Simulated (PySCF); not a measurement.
## UHF on Mg (magnesium, neutral)

Configuration: [Ne] 3s2, closed-shell 1S. Calculation: PySCF 2.14, in aug-cc-pCVTZ-DK; scalar relativity by spin-free X2C-1e.

* Total energy: -199.919602 hartree
* One-electron energy: -279.8580 hartree
* Hartree (Coulomb) energy: 95.9726 hartree
* Exchange energy: -16.0342 hartree
* ⟨S²⟩: 0.0000
* ⟨L²⟩: 0.000
* Sum of ⟨r⟩: 12.24 bohr
* Sum of ⟨r²⟩: 29.54 bohr²
* Langevin diamagnetic susceptibility: -23.4 ×10⁻⁶ cm³/mol

```
shell  electrons  mean orbital energy (hartree)  rms radius, mean of both spins (bohr)
   1s          2                      -49.11642                                  0.151
   2s          2                       -3.77957                                  0.754
   2p          6                       -2.28040                                  0.773
   3s          2                       -0.25343                                   3.52
```

Spin-orbit constants ζ (cm⁻¹) from the X2C one-electron operator on these orbitals: bare nucleus, nucleus screened by l(l+1)(2l+1)/3 electrons, and screened by the Breit-Pauli mean field of the electrons.

```
shell  bare  screened nucleus  mean field
   2p  1743              1453        1321
```
